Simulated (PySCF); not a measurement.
**Excitation energy of Ge²⁺ by level of theory**

Ge²⁺ [Ar] 3d10 4s2 (1S) → Ge²⁺ [Ar] 3d10 4s1 4p1 (3P), as a difference of total energies. All numbers are calculated (PySCF 2.14, a scalar-relativistic core potential, in aug-cc-pwCVDZ-PP with ECP10MDF (6s5p4d1f, 48 functions)). Correlated levels: valence and next inner shell: nothing frozen outside the core potential. The calculations carry no spin-orbit coupling.

```csv
method,excitation energy (cm⁻¹)
UHF,51994
MP2 (valence and next inner shell),61999
SCS-MP2 (valence and next inner shell),62787
CCSD (valence and next inner shell),62459
CCSD(T) (valence and next inner shell),62934
```
